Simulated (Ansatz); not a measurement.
`C[SiH2][B](C)[AlH2]` → `C[B](C)[AlH2]` + `[SiH2]`  (silylene formation by 1,1-elimination)

Isolated molecules relaxed with PBE0-D4/def2-TZVP in Ansatz; ΔE leaves out vibrations. CCSD(T)/CBS is the MP2 limit (def2-TZVPP, def2-QZVPP) plus CCSD(T) − MP2 in def2-TZVPP, frozen cores. This one scheme is used for every species. Functionals use def2-TZVPP. B3LYP here is the variant with VWN-RPA as its local correlation; programs differ in this. Each species was taken in one conformer, which may not be the lowest.

`C[SiH2][B](C)[AlH2]`:

```xyz
15

C    -1.247   -1.040    1.734
Si   -0.955    0.523    0.729
B     0.480    0.393   -0.691
C     1.104    1.735   -1.190
Al    1.036   -1.559   -1.304
H    -2.051   -0.900    2.460
H    -0.347   -1.327    2.283
H    -1.529   -1.875    1.086
H    -0.705    1.669    1.658
H    -2.205    0.853   -0.028
H     0.488    2.628   -1.052
H     1.535    1.737   -2.193
H     1.957    1.858   -0.497
H     2.239   -2.332   -0.593
H     0.201   -2.363   -2.401
```

`C[B](C)[AlH2]`:

Z-matrix (Å, degrees):
```
C
B 1 1.568
H 1 1.092 2 116.8
H 1 1.103 2 104.0 3 115.9
H 1 1.095 2 114.0 3 -129.2
C 2 1.568 1 117.5 3 151.8
Al 2 2.143 1 121.2 3 -28.2
H 6 1.095 2 114.0 1 22.5
H 6 1.103 2 104.0 1 -92.3
H 6 1.092 2 116.8 1 151.7
H 7 1.599 2 122.1 1 94.3
H 7 1.599 2 122.1 1 -85.7
```

`[SiH2]`:

Cartesian coordinates in Å:
```
Si 0.225 -0.541 -0.403
H 0.851 0.293 0.710
H -1.076 0.249 -0.307
```

(1) Is it downhill or uphill in electronic energy at CCSD(T)/CBS, and by how much? (An estimate is asked.)

(2) What do these levels give: PBE0-D4, ωB97X-V, B2PLYP, B3LYP, MP2/def2-QZVPP, HF/CBS(def2)? (An estimate is asked.)

Largest T1 diagnostic among the species: 0.014.

Results:

(1) The calculation gave: Uphill: ΔE = +218.5 kJ/mol.

(2) The calculation gave: PBE0-D4 235.0, ωB97X-V 227.8, B2PLYP 209.6, B3LYP 198.7, MP2/def2-QZVPP 230.9, HF/CBS(def2) 189.6 kJ/mol.

From PBE to PBE0 (25 % exact exchange), in def2-TZVPP and without D4, ΔE moves by +6.1 kJ/mol. In def2-TZVPP, CCSD(T) changes the Hartree–Fock value by +22.6 kJ/mol (the triples alone add +5.8 kJ/mol) and MP2 by +37.7 kJ/mol.
